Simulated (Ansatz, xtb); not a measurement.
Diatomic ScS, multiplicity 2 (the spin of the measured ground state). No spin–orbit coupling. Sc is treated without relativity.

Seven points along R, fitted to fifth degree in 1/R; most abundant isotopes. Runs in def2 and cc sets follow the lowest solution found near the PBE0 minimum.

Codes used: Ansatz (Gaussian orbitals); xtb for the GFN methods. Values without a source in brackets are computed. The GFN methods have no spin term and hold the electronic entropy of 300 K.

```
level                                r_e (Å)  ω_e (cm⁻¹)  ω_e x_e (cm⁻¹)  B_e (cm⁻¹)  D_e (eV)  dipole (D)
-----------------------------------  -------  ----------  --------------  ----------  --------  ----------
GFN1-xTB                               2.140         570             2.6       0.197         -           -
SVWN5/def2-TZVPP                       2.110         579             1.7       0.203         -        4.86
PBE/def2-TZVPP                         2.135         560             1.7       0.198         -        4.91
r2SCAN/def2-TZVPP                      2.130         577             1.6       0.199         -        5.19
B97M-V/def2-TZVPP                      2.132         572             1.6       0.199         -        5.36
B3LYP/def2-TZVPP                       2.133         574             1.6       0.198      4.87        5.47
PBE0/def2-TZVPP                        2.119         591             1.6       0.201      5.02        5.44
BHLYP/def2-TZVPP                       2.123         600             1.6       0.200      4.11        6.11
CAM-B3LYP/def2-TZVPP                   2.117         598             1.5       0.201      4.66        5.83
wB97X-V/def2-TZVPP                     2.113         610             1.5       0.202      4.83        5.90
wB97M-V/def2-TZVPP                     2.118         602             1.6       0.201      4.64        5.71
B2PLYP/def2-TZVPP                      2.141         572            0.96       0.197         -           -
CCSD/def2-TZVPP                        2.138         600             1.5       0.197      4.23           -
CCSD/def2-QZVPP                        2.127         605             1.5       0.199      4.34           -
CCSD(T)/def2-TZVPP                     2.153         571             1.6       0.195      4.69           -
CCSD(T)/def2-QZVPP                     2.143         576             1.6       0.197      4.84           -
CCSD(T)/CBS(def2-TZVPP, def2-QZVPP)    2.136         580             1.5       0.198         -           -
```

D_e counts from each atom's lowest state at the same level, without counterpoise or zero-point energy.

Correlated levels freeze the inner cores; with def2 sets outer-core shells near the valence are correlated too. CBS(a, b) extrapolates the correlation energy as X⁻³ and adds the Hartree–Fock energy of set b.

Doubts at one or more of the structures used: T1 above 0.05 (CCSD/def2-QZVPP, CCSD(T)/def2-QZVPP, CCSD(T)/CBS(def2-TZVPP, def2-QZVPP)).

Measured for the ground state: D_0 4.852 ± 0.01 eV [Morse and co-workers]. dipole 5.64 D [compilation of Liu, Meijer and Pérez-Ríos].

Ansatz is a quantum-chemistry and plane-wave program.
